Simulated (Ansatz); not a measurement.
Ideal-gas functions of CH4B2BrN, SMILES `BBC(=N)Br` at 500 K and 1 bar, from an Ansatz frequency run at PBE0-D4/def2-TZVP.

Molar mass 131.58 g/mol, point group Cs (symmetry number 1), electronic degeneracy 1, moments of inertia 119.28, 155.614, 270.696 u Å². Harmonic wavenumbers (cm⁻¹, unscaled): 42, 86, 320, 346, 392, 411, 487, 572, 778, 833, 879, 900, 940, 1067, 1151, 1167, 1738, 2564, 2622, 2631, 3463.

Use S(trans) = R[1.5 ln M + 2.5 ln T − 1.1517]; rotational temperatures θ = 24.2544 K / I; S(rot) = R[ln(√π/σ · √(T³/θAθBθC)) + 1.5]; for each mode x = 1.438777 ν̃/T, S = R[x/(eˣ − 1) − ln(1 − e⁻ˣ)] and H = RT x/(eˣ − 1); 1 cm⁻¹ = 0.0119627 kJ/mol; R = 8.31446 J/(mol·K).

By hand: the entropy, in J/(mol·K).

Translation 180.5. Rotation: θ = 0.2033, 0.1559, 0.0896 K, giving 119.1. Vibration, mode by mode: 25.89, 19.95, 9.29, 8.69, 7.74, 7.39, 6.16, 5.05, 3.16, 2.79, 2.51, 2.40, 2.19, 1.64, 1.35, 1.30, 0.34, 0.04, 0.04, 0.04, 0.00, in all 107.9. Electronic 0.0. Sum 407.5 J/(mol·K).

By hand: H − E and G − E in kJ/mol, counted from the electronic energy.

Zero-point energy ½ × 23389 × 0.0119627 = 139.9; thermal vibration 27.0; translation, rotation and pV give 4 RT = 16.6. H − E = 183.5 kJ/mol, and G − E = 183.5 − 500 × 407.5/1000 = -20.2 kJ/mol.

Vibration gives 26 % of the entropy, 45.8 J/(mol·K) of it from the modes under 150 cm⁻¹: soft modes count most, and the harmonic formula is weakest for them. The sum counts one conformer and one mirror image; others add a mixing term.
